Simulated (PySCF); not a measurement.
C$_{6}$H$_{12}$N, doublet (typed; the unrestricted solution is spin-contaminated), at a GFN2-xTB geometry; PySCF with CCSD(T)/STO-3G.

PySCF was given this input:
```python
from pyscf import gto, scf, cc

mol = gto.M(
    atom='''
C     2.966887    0.299943    0.039558
C     1.512445    0.523645    0.016833
N     0.614151   -0.325881    0.008267
C    -0.811858   -0.133797   -0.010894
C    -1.370656   -0.799831    1.251892
C    -1.343405   -0.850762   -1.257354
C    -1.205105    1.348740   -0.045246
H     3.412456    0.784292   -0.828733
H     3.235723   -0.761356    0.035793
H     3.380904    0.769590    0.931296
H    -1.067528   -1.843262    1.288468
H    -2.456279   -0.747479    1.255737
H    -0.990706   -0.298817    2.139416
H    -2.428578   -0.797770   -1.287615
H    -0.943001   -0.387028   -2.156066
H    -1.041300   -1.895030   -1.244189
H    -0.811153    1.858051    0.831087
H    -0.792261    1.822413   -0.932811
H    -2.287176    1.449938   -0.058971
''',
    basis='sto-3g',
    charge=0,
    spin=1,
    verbose=4,
)

mf = scf.UHF(mol)
mf.kernel()

mycc = cc.CCSD(mf)
mycc.kernel()
et = mycc.ccsd_t()
print('E(CCSD(T)) = %.10f' % (mycc.e_tot + et))
```

Write the output that PySCF gives for this input, abridged.


```
PySCF version 2.14.0

[INPUT] verbose = 4
[INPUT] num. atoms = 19
[INPUT] num. electrons = 55
[INPUT] charge = 0
[INPUT] spin (= nelec alpha-beta = 2S) = 1
[INPUT] symmetry False subgroup None
[INPUT] Mole.unit = angstrom
[INPUT] Symbol           X                Y                Z      unit          X                Y                Z       unit  Magmom
[INPUT]  1 C      2.966887000000   0.299943000000   0.039558000000 AA    5.606603872532   0.566810122980   0.074753786036 Bohr   0.0
[INPUT]  2 C      1.512445000000   0.523645000000   0.016833000000 AA    2.858106828468   0.989545636498   0.031809759855 Bohr   0.0
[INPUT]  3 N      0.614151000000  -0.325881000000   0.008267000000 AA    1.160577189128  -0.615825839199   0.015622365872 Bohr   0.0
[INPUT]  4 C     -0.811858000000  -0.133797000000  -0.010894000000 AA   -1.534189272037  -0.252839686288  -0.020586676401 Bohr   0.0
[INPUT]  5 C     -1.370656000000  -0.799831000000   1.251892000000 AA   -2.590164450992  -1.511461535937   2.365733017534 Bohr   0.0
[INPUT]  6 C     -1.343405000000  -0.850762000000  -1.257354000000 AA   -2.538667524371  -1.607707177187  -2.376054701626 Bohr   0.0
[INPUT]  7 C     -1.205105000000   1.348740000000  -0.045246000000 AA   -2.277318401344   2.548749213246  -0.085502548232 Bohr   0.0
[INPUT]  8 H      3.412456000000   0.784292000000  -0.828733000000 AA    6.448607252129   1.482097081687  -1.566078400389 Bohr   0.0
[INPUT]  9 H      3.235723000000  -0.761356000000   0.035793000000 AA    6.114630284956  -1.438754323294   0.067638967177 Bohr   0.0
[INPUT] 10 H      3.380904000000   0.769590000000   0.931296000000 AA    6.388982613447   1.454314328204   1.759894380903 Bohr   0.0
[INPUT] 11 H     -1.067528000000  -1.843262000000   1.288468000000 AA   -2.017335550305  -3.483260355818   2.434851640266 Bohr   0.0
[INPUT] 12 H     -2.456279000000  -0.747479000000   1.255737000000 AA   -4.641694595521  -1.412530593864   2.372999014483 Bohr   0.0
[INPUT] 13 H     -0.990706000000  -0.298817000000   2.139416000000 AA   -1.872163009963  -0.564682291364   4.042910306512 Bohr   0.0
[INPUT] 14 H     -2.428578000000  -0.797770000000  -1.287615000000 AA   -4.589347292144  -1.507566810394  -2.433239703882 Bohr   0.0
[INPUT] 15 H     -0.943001000000  -0.387028000000  -2.156066000000 AA   -1.782013625191  -0.731376922538  -4.074374246486 Bohr   0.0
[INPUT] 16 H     -1.041300000000  -1.895030000000  -1.244189000000 AA   -1.967771813510  -3.581087697835  -2.351176457196 Bohr   0.0
[INPUT] 17 H     -0.811153000000   1.858051000000   0.831087000000 AA   -1.532857015119   3.511207515474   1.570526815686 Bohr   0.0
[INPUT] 18 H     -0.792261000000   1.822413000000  -0.932811000000 AA   -1.497156309174   3.443861455847  -1.762757315982 Bohr   0.0
[INPUT] 19 H     -2.287176000000   1.449938000000  -0.058971000000 AA   -4.322136238678   2.739985717600  -0.111439039292 Bohr   0.0

nuclear repulsion = 306.708242218155
number of shells = 33
number of NR pGTOs = 141
number of NR cGTOs = 47
basis = sto-3g
ecp = {}

******** <class 'pyscf.scf.uhf.UHF'> ********
method = UHF
initial guess = minao
damping factor = 0
level_shift factor = 0
DIIS = <class 'pyscf.scf.diis.CDIIS'>
diis_start_cycle = 1
diis_space = 8
diis_damp = 0
SCF conv_tol = 1e-09
SCF conv_tol_grad = None
SCF max_cycles = 50
direct_scf = True
direct_scf_tol = 1e-13
number electrons alpha = 28  beta = 27
Set gradient conv threshold to 3.16228e-05
init E= -286.449335507732

cycle= 1 E= -285.03404580681  delta_E= 1.42  |g|= 0.261  |ddm|=  3.7
cycle= 2 E= -285.084376562735  delta_E= -0.0503  |g|= 0.119  |ddm|= 0.487
cycle= 3 E= -285.093114653761  delta_E= -0.00874  |g|= 0.0494  |ddm|= 0.184
cycle= 4 E= -285.095523573407  delta_E= -0.00241  |g|= 0.0165  |ddm|= 0.0864
cycle= 5 E= -285.096226380691  delta_E= -0.000703  |g|= 0.0139  |ddm|= 0.0407
cycle= 6 E= -285.09728319122  delta_E= -0.00106  |g|= 0.0114  |ddm|= 0.0722
cycle= 7 E= -285.098100408765  delta_E= -0.000817  |g|= 0.0107  |ddm|= 0.0625
cycle= 8 E= -285.098790112314  delta_E= -0.00069  |g|= 0.0105  |ddm|= 0.0529
cycle= 9 E= -285.099934330295  delta_E= -0.00114  |g|= 0.00976  |ddm|= 0.091
cycle= 10 E= -285.101356124213  delta_E= -0.00142  |g|= 0.0101  |ddm|= 0.392
cycle= 11 E= -285.101408680629  delta_E= -5.26e-05  |g|= 0.00647  |ddm|= 0.249
cycle= 12 E= -285.101957395181  delta_E= -0.000549  |g|= 0.00148  |ddm|= 0.108
cycle= 13 E= -285.101973213412  delta_E= -1.58e-05  |g|= 0.00082  |ddm|= 0.0365
cycle= 14 E= -285.101978349818  delta_E= -5.14e-06  |g|= 0.000294  |ddm|= 0.0169
cycle= 15 E= -285.101978790004  delta_E= -4.4e-07  |g|= 0.000203  |ddm|= 0.00783
cycle= 16 E= -285.101979178203  delta_E= -3.88e-07  |g|= 1.69e-05  |ddm|= 0.00313
cycle= 17 E= -285.101979173131  delta_E= 5.07e-09  |g|= 2.48e-05  |ddm|= 0.000433
cycle= 18 E= -285.10197917888  delta_E= -5.75e-09  |g|= 2.45e-06  |ddm|= 0.000404
cycle= 19 E= -285.1019791789  delta_E= -2.02e-11  |g|= 1.08e-06  |ddm|= 2.76e-05
Extra cycle  E= -285.101979178901  delta_E= -4.55e-13  |g|= 8.27e-07  |ddm|= 2.11e-06
converged SCF energy = -285.101979178901  <S^2> = 0.96596831  2S+1 = 2.2054191

******** <class 'pyscf.cc.uccsd.UCCSD'> ********
CC2 = 0
CCSD nocc = (np.int64(28), np.int64(27)), nmo = (47, 47)
max_cycle = 50
direct = 0
conv_tol = 1e-07
conv_tol_normt = 1e-06
diis_space = 6
diis_start_cycle = 0
diis_start_energy_diff = 1e+09
Init t2, MP2 energy = -0.3498369004845
Init E_corr(UCCSD) = -0.349836900485315
cycle = 1  E_corr(UCCSD) = -0.417324052794849  dE = -0.0674871523  norm(t1,t2) = 0.123306
cycle = 2  E_corr(UCCSD) = -0.44274705985857  dE = -0.0254230071  norm(t1,t2) = 0.0651498
cycle = 3  E_corr(UCCSD) = -0.467300841139401  dE = -0.0245537813  norm(t1,t2) = 0.0455281
cycle = 4  E_corr(UCCSD) = -0.469380664619744  dE = -0.00207982348  norm(t1,t2) = 0.0195246
cycle = 5  E_corr(UCCSD) = -0.468725590522603  dE = 0.000655074097  norm(t1,t2) = 0.00797847
cycle = 6  E_corr(UCCSD) = -0.468958256330851  dE = -0.000232665808  norm(t1,t2) = 0.00254413
cycle = 7  E_corr(UCCSD) = -0.46889227328624  dE = 6.59830446e-05  norm(t1,t2) = 0.00116914
cycle = 8  E_corr(UCCSD) = -0.46895080983495  dE = -5.85365487e-05  norm(t1,t2) = 0.000668555
cycle = 9  E_corr(UCCSD) = -0.468972364908777  dE = -2.15550738e-05  norm(t1,t2) = 0.000308676
cycle = 10  E_corr(UCCSD) = -0.468980201339575  dE = -7.8364308e-06  norm(t1,t2) = 0.000127751
cycle = 11  E_corr(UCCSD) = -0.468974859017623  dE = 5.34232195e-06  norm(t1,t2) = 6.88185e-05
cycle = 12  E_corr(UCCSD) = -0.46896953128872  dE = 5.3277289e-06  norm(t1,t2) = 2.83944e-05
cycle = 13  E_corr(UCCSD) = -0.468968608289519  dE = 9.22999201e-07  norm(t1,t2) = 1.2194e-05
cycle = 14  E_corr(UCCSD) = -0.468969002254987  dE = -3.93965468e-07  norm(t1,t2) = 5.36285e-06
cycle = 15  E_corr(UCCSD) = -0.468969317189917  dE = -3.1493493e-07  norm(t1,t2) = 2.08865e-06
cycle = 16  E_corr(UCCSD) = -0.46896939410878  dE = -7.69188626e-08  norm(t1,t2) = 1.17786e-06
cycle = 17  E_corr(UCCSD) = -0.468969391241421  dE = 2.86735857e-09  norm(t1,t2) = 8.01304e-07
UCCSD converged
E(UCCSD) = -285.5709485701422  E_corr = -0.4689693912414214
UCCSD(T) correction = -0.00459929889919305
E(CCSD(T)) = -285.5755478690
```
